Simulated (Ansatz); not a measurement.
These are frozen-core CCSD(T)/cc-pVTZ // r2SCAN-D4/def2-TZVP (Ansatz, an electronic-structure program) values and carry that method's errors.

Ansatz 0.2 input:
```yaml
crystal:
  periodic: [false, false, false]
  atoms:
    - { symbol: S, position_ang: [1.540786, -0.745117, -0.136905] }
    - { symbol: Ge, position_ang: [-0.14396, 0.698452, 0.185778] }
    - { symbol: S, position_ang: [-2.018841, -0.466314, -0.075892] }
    - { symbol: H, position_ang: [2.491943, 0.159957, 0.156832] }
    - { symbol: H, position_ang: [-0.197511, 1.753455, -0.957359] }
    - { symbol: H, position_ang: [-1.672418, -1.400431, 0.827546] }
basis:
  gaussian: { orbitals: cc-pVTZ }
correlation:
  method: ccsd_t
magnetization:
  spin_polarized: true
  initial_magnetization: 1
```

Output:

```
Functional definition: HF
905 factors; integrals over basis functions are off by at most 8.3e-4 eV
mean field evaluation 1: about -78157.0780 eV, gradient 1.2e1 eV
mean field evaluation 2: about -78157.0892 eV, gradient 1.2e1 eV
mean field evaluation 4: about -78158.6192 eV, gradient 2.3e0 eV
mean field evaluation 8: about -78158.7069 eV, gradient 1.5e-1 eV
mean field evaluation 16: about -78158.3603 eV, gradient 5.8e0 eV
mean field evaluation 32: about -78155.3058 eV, gradient 1.9e0 eV
mean field -78158.70780778 eV, -2872.2795340611 hartree, gradient 2.6e-6 eV, S^2 0.762002; 1 other end points of the search recorded, 0 dependent functions left out
determinant -78158.70780778 eV, -2872.2795340611 hartree, with singles and doubles -78174.40902525 eV, -2872.8565431604 hartree
determinant -78155.41856930 eV, -2872.1586567763 hartree, with singles and doubles -78171.20598879 eV, -2872.7388337414 hartree
19 core orbitals not correlated
reference -78158.70780778 eV, -2872.2795340611 hartree; 15, 14 occupied and 119, 120 virtual orbitals, 905 factors
second order -14.38688797 eV of doubles, -0.00000000 eV of singles
cycle   1  -15.57463415 eV  change   -6.3e-1 eV  update   2.0e-2
cycle   2  -15.59646475 eV  change   -2.2e-2 eV  update   4.6e-3
cycle   3  -15.59736839 eV  change   -9.0e-4 eV  update   2.1e-3
cycle   4  -15.59856184 eV  change   -1.2e-3 eV  update   1.0e-3
cycle   5  -15.59897230 eV  change   -4.1e-4 eV  update   5.7e-4
cycle   6  -15.59909731 eV  change   -1.3e-4 eV  update   2.4e-4
cycle   7  -15.59915748 eV  change   -6.0e-5 eV  update   9.5e-5
cycle   8  -15.59914686 eV  change    1.1e-5 eV  update   3.5e-5
perturbative correction -0.74749748 eV, -0.0274700258 hartree
Total energy: -78175.05445213 eV, -2872.8802621605 hartree
```

Cost: roughly 2.9 core-minutes.
